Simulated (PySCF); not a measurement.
H3O4Si, SMILES [O][Si](O)(O)O (connectivity only; charge and spin as stated), charge -1, multiplicity 1. Geometry optimised at PBE-D3(BJ)/def2-SVPD. The spin state was assumed, not searched. The isomer is the one that the SMILES or the coordinates give; other isomers of the formula were not compared. One conformer was computed; it need not be the lowest.

All values below come from PySCF with PBE-D3(BJ)/def2-SVPD.

Harmonic wavenumbers (cm⁻¹): 101, 102, 162, 293, 293, 331, 356, 356, 666, 758, 758, 869, 869, 894, 1070, 3771, 3771, 3771. Rotational constants (GHz): 3.867, 3.829, 3.829; symmetry number 3.

**Question.** Work out the zero-point energy and the ideal-gas rigid-rotor harmonic-oscillator thermochemistry at 298.15 K and 1 atm.

**Answer.** ZPE = ½ Σ hcν = ½ × 19191 cm⁻¹ = 114.79 kJ/mol. H − E(el) = 136.65 kJ/mol. Entropy in J/(mol K): translation 165.55, rotation 100.24, vibration 71.94, total 337.74. G − E(el) = 35.95 kJ/mol. Cp = 109.16 J/(mol K). Modes under 150 cm⁻¹ make the vibrational entropy uncertain.
